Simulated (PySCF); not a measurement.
SMILES N[SiH2][O][Al]([OH])[OH] at its B3LYP/def2-SVP optimised geometry (Å):

```
12

Si    -1.9319    -0.1207     0.0000
N     -2.6779    -0.8842     1.3550
O     -0.2763    -0.1207     0.0000
Al     1.4160    -0.0290     0.0113
O      2.3968    -1.4021    -0.1606
O      2.2511     1.4343     0.2072
H     -2.3968     1.2955     0.0000
H     -2.3876    -0.8490    -1.2169
H     -2.6802    -1.8948     1.4538
H     -2.7045    -0.4306     2.2631
H      2.0683    -2.2929    -0.3038
H      1.8326     2.2929     0.3066
```

Level of theory: PySCF with B3LYP/def2-TZVP. Cells within 0.4 Å of a nucleus heavier than hydrogen are left out (blank, or x).

Map of the log10 of the electron density (e/bohr³), floored at −4 on the plane z = 0.0 Å:

```
|0000000000000000000000000000000|
|0000000000000000000000000000000|
|0000000000000000000000000000000|
|0000000000000000000112111000000|
|0000000000000000001233332100000|
|0000011111000000012345443321000|
|0001122322210000123466655432100|
|0012234443321001134578776543200|
|0012345554432111234678887654210|
|0123456766543222345679998764310|
|0124567876544444445689xx9864320|
|0134568987655555555689xx9764310|
|0134567887666666656678998754310|
|0134567887777888766787777643210|
|1234567899878999878xx9765543100|
|12345669xx989xxx989xxx765432100|
|12345679xx989xxx978xx9766543210|
|1234567789778999877888887654310|
|1234566776667787766678998765321|
|1234556666556666655678xxx875421|
|1233445555444454445678xxx875421|
|0123344444333333334578999865321|
|0112233333222222234568888754320|
|0001122222111111123467876543210|
|0000011111000000012456665432100|
|0000000000000000002344544321000|
|0000000000000000000223332210000|
|0000000000000000000011211000000|
|0000000000000000000000000000000|
|0000000000000000000000000000000|
|0000000000000000000000000000000|
```
Scale: ten equal steps from -4.00 (start of '0') to -0.199 (end of '9'), in the order '0123456789'; x runs from -4.50 to 4.50, y from -4.50 (bottom) to 4.50 (top).
